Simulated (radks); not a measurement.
Coherent X-ray form factor from a spherical all-electron density. Calculated with a radial shooting solver on a logarithmic mesh with Libxc functionals: scalar-relativistic Kohn-Sham, exchange-only LDA, spin-polarised, spherical densities, point nucleus.

| sin(theta)/lambda (1/angstrom) | f0 (electrons) |
|---|---|
| 0.05 | 1.983 |
| 0.1 | 1.932 |
| 0.15 | 1.852 |
| 0.2 | 1.750 |
| 0.25 | 1.631 |
| 0.3 | 1.502 |
| 0.4 | 1.240 |
| 0.5 | 0.998 |
| 0.6 | 0.791 |
| 0.8 | 0.490 |
| 1 | 0.307 |
| 1.25 | 0.176 |
| 1.5 | 0.106 |
| 2 | 0.043 |

The species is in the configuration that NIST lists as its ground one. Which atom or ion scatters so?

Answer. The lithium ion Li+, [He]. Extrapolating in s^2 from the first two rows gives f0(0) = 2.0, near the electron count 2; among species with that count, the fall with angle is slower the higher Z, and the table is that of Z = 3; from so few rows the species is fixed only to a neighbour or two.
